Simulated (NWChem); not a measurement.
MoNHOClF; SMILES [Mo](=[O])([F])([Cl])=[NH]

Results from NWChem. Structure relaxed at the PBE0/def2-SVP (def2 core potentials past Kr) level.

For level PBE0/3-21G, non-relativistic:

* **highest occupied level (eV)**: -8.90
* **orbital gap (eV)**: 5.60
* **dipole (D)**: 2.90

Task: What are these values for level PBE0/STO-3G, non-relativistic?

Result: 
| Quantity | Result |
|---|---|
| highest occupied level (eV) | -5.49 |
| orbital gap (eV) | 6.25 |
| dipole (D) | 2.73 |
